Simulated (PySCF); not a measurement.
How methods differ on the excitation energy of Cr²⁺

Cr²⁺ [Ar] 3d4 (5D) → Cr²⁺ [Ar] 3d3 4p1 (high-spin determinant), as a difference of total energies. Calculation: PySCF 2.14, in aug-cc-pVTZ (8s7p5d3f2g, 93 functions); the non-relativistic Hamiltonian (point nucleus). Correlated levels: valence: [Ar] frozen. The calculations carry no spin-orbit coupling.

| method | excitation energy (eV) |
| --- | --- |
| UHF | 11.278 |
| MP2 (valence) | 11.731 |
| SCS-MP2 (valence) | 11.429 |
| CCSD (valence) | 11.717 |
| CCSD(T) (valence) | 11.710 |

Task: How much does correlation contribute at CCSD(T) (valence)?

Result: 11.710 − (11.278) = 0.432 eV, measured against UHF.

The determinant of the upper state mixes LS terms, which raises its energy above the lowest term, most at the Hartree-Fock and MP2 levels.
